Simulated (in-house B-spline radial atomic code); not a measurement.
The numbers below are computed, except where a source is named.
Weak and strong correlation along the adiabatic connection

Two-electron singlets in several external potentials (atomic units), by full CI in B-splines with partial waves to l = 8 (correlation energies up to 0.6 % small). The repulsion is scaled by λ at fixed density; W(λ) is the mean repulsion less the Hartree energy, W(0) = E_x, and the area under W from 0 to 1 is E_xc.

Relative drop (W(λ) − E_x)/E_x:

| system | λ = 0.12 | λ = 0.25 | λ = 0.4 | λ = 0.6 | λ = 0.8 | λ = 1 |
| --- | --- | --- | --- | --- | --- | --- |
| ω²r²/2 − Z/r, ω = 0.0782, Z = 0.5 | 0.0384 | 0.0723 | 0.1041 | 0.1376 | 0.1640 | 0.1852 |
| −V exp(−r²/w²), V = 13.7, w = 11.7 | 0.0239 | 0.0468 | 0.0699 | 0.0963 | 0.1186 | 0.1375 |
| −Z exp(−kr)/r, Z = 7.93, k = 2.06 | 0.0025 | 0.0052 | 0.0083 | 0.0123 | 0.0162 | 0.0201 |
| ω²r²/2 − Z/r, ω = 0.124, Z = 3 | 0.0068 | 0.0138 | 0.0217 | 0.0317 | 0.0412 | 0.0503 |
| ω²r²/2 − Z/r, ω = 0.0685, Z = 0.7 | 0.0348 | 0.0665 | 0.0969 | 0.1298 | 0.1562 | 0.1778 |
| −V exp(−r²/w²), V = 24.9, w = 3.36 | 0.0108 | 0.0220 | 0.0340 | 0.0490 | 0.0627 | 0.0754 |
| −Z exp(−kr)/r, Z = 1.42, k = 0.08 | 0.0178 | 0.0355 | 0.0541 | 0.0762 | 0.0957 | 0.1130 |

Question: Order the systems by how far second-order (GL2) theory, half the initial slope (estimated from the first points of each curve), overshoots the correlation energy, least first.
A. −Z exp(−kr)/r, Z = 7.93, k = 2.06
B. −V exp(−r²/w²), V = 13.7, w = 11.7
C. ω²r²/2 − Z/r, ω = 0.124, Z = 3
D. −V exp(−r²/w²), V = 24.9, w = 3.36
E. ω²r²/2 − Z/r, ω = 0.0782, Z = 0.5
F. −Z exp(−kr)/r, Z = 1.42, k = 0.08
G. ω²r²/2 − Z/r, ω = 0.0685, Z = 0.7

Answer: A (GL2/E_c = 1.03), C (GL2/E_c = 1.09), D (GL2/E_c = 1.15), F (GL2/E_c = 1.24), B (GL2/E_c = 1.34), G (GL2/E_c = 1.49), E (GL2/E_c = 1.57).

Question: What else changes along this order?

Answer: The ratio follows the bend of the curve. With it the leading natural occupation goes from 1.999 to 1.885 and −T_c/E_c from 0.97 to 0.65 between the first and the last.
